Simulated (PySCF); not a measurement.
PySCF job for Si(H)3(NCO) (CH3NOSi), SMILES O=C=N[SiH3], B3LYP/pcJ-1. Coordinates come from a PBE0-D3(BJ)/def2-SVP optimisation.

```python
import numpy as np
from pyscf import gto, scf, dft
from pyscf.prop.ssc import rks as ssc

mol = gto.M(
    atom='''
    Si   -0.00000000    0.00000000   -1.59872851
    N     0.00000000   -0.00000000    0.12144748
    C     0.00000000   -0.00000000    1.31771691
    O    -0.00000000    0.00000000    2.48552026
    H    -1.21936259   -0.70399932   -2.08613224
    H     0.00000000    1.40799864   -2.08613224
    H     1.21936258   -0.70399932   -2.08613225
    ''',
    basis='pcJ-1',
    charge=0,
    spin=0,
    max_memory=1600,
    verbose=3,
)
mf = dft.RKS(mol, xc='b3lyp')
mf.grids.level = 3
mf.conv_tol = 1e-10
mf.max_cycle = 100
mf.kernel()
j = ssc.SSC(mf)
j.with_fcsd = True
j.max_cycle_cphf = 80
j.conv_tol = 1e-7
e11 = j.kernel()
```

Output:

```
converged SCF energy = -457.502997323154
Reduced spin-spin coupling constant K (Hz)
               #0        #1        #2        #3        #4
        0 Si   0.00000
        1 N   44.38863   0.00000
        2 C   10.05784  82.54809   0.00000
        3 O   -0.41645   5.51650 -14.56814   0.00000
        4 H   39.93059   1.93421   0.26267   0.16154   0.00000
        5 H   39.92998   1.93425   0.26267   0.16153   0.38547
        6 H   39.92960   1.93426   0.26268   0.16153   0.38548
               #5        #6
        5 H    0.00000
        6 H    0.38549   0.00000
Spin-spin coupling constant J (Hz)
               #0        #1        #2        #3        #4
        0 Si   0.00000
        1 N  -19.90426   0.00000
        2 C  -15.69193  46.82235   0.00000
        3 O   -0.35035  -1.68725  15.50307   0.00000
        4 H  -247.70387   4.36220   2.06111  -0.68353   0.00000
        5 H  -247.70009   4.36228   2.06111  -0.68348  12.02675
        6 H  -247.69770   4.36231   2.06120  -0.68347  12.02682
               #5        #6
        5 H    0.00000
        6 H   12.02718   0.00000
```

Self-consistency was reached.

Cost: roughly 90 core-seconds.
